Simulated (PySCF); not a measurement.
C₃H₄BFO₂, SMILES C1B(F)OCOC=1.

Geometry: PBE0-D3(BJ)/def2-SVP. This is a generated structure with no PubChem entry under its InChIKey; it may be hypothetical. The values are those of a single conformer.

Two levels are set side by side: PBE/def2-TZVP (PySCF) and HF/def2-TZVP (PySCF). Same geometry, gas phase. Differences are taken from unrounded values.

```tsv
quantity	HF	PBE	PBE minus HF
orbital gap (eV)	12.99	4.37	-8.63
highest occupied level (eV)	-10.09	-6.21	3.88
lowest empty level (eV)	2.90	-1.84	-4.75
dipole moment (D)	2.68	2.32	-0.36
mean polarisability (bohr³)	48.2	53.7	5.5
```

PBE's occupied levels lie high since its potential decays too fast outside the molecule; exact exchange lowers them and widens the gap. Loosely held outer electrons make PBE densities more polarisable. Differences between two approximate levels are no errors against the true value.

Rough cost on one machine, each run with all the roots and properties that it gave: HF against PBE about 1/3.
